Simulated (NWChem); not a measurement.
# C5H5, doublet; SMILES [C]1=CCC=C1

```xyz
10

C      1.2576     0.1114     0.0000
C      0.4596     1.1831     0.0000
C     -0.9634     0.6440     0.0000
C     -0.7826    -0.8572     0.0000
C      0.5349    -1.1573     0.0000
H      0.7182     2.2342     0.0000
H     -1.5262     0.9858     0.8817
H     -1.5262     0.9858    -0.8817
H     -1.6084    -1.5608     0.0000
H      0.9870    -2.1418     0.0000
```
Atoms are numbered in this order, from 1.

Results from NWChem. Spin-unrestricted. In the optimisation the excess spin sits in a' (Cs, its own frame). The geometry was optimised at B3LYP/6-31G* (spherical d), spin-unrestricted. No stability test was run on the SCF state. Level: PBE0/def2-SVP with SMD (1 M gas to 1 M solution), gas-phase geometry. Reactions with the solvent are ignored.

```csv
solvent,dielectric constant,solvation free energy (kcal/mol),cavity-dispersion-structure term (kcal/mol),dipole in solution (D)
water,78.4,-0.8,2.7,2.10
dichloromethane,8.93,-5.6,-2.6,2.00
n-hexane,1.88,-4.5,-3.1,1.67
"N,N-dimethylformamide",37.2,-4.0,-0.6,2.09
ethyl acetate,5.99,-4.6,?,?
```

Problem. Fill in the missing entries.

Solution. 
- ethyl acetate, cavity-dispersion-structure term (kcal/mol): -1.8
- ethyl acetate, dipole in solution (D): 1.95
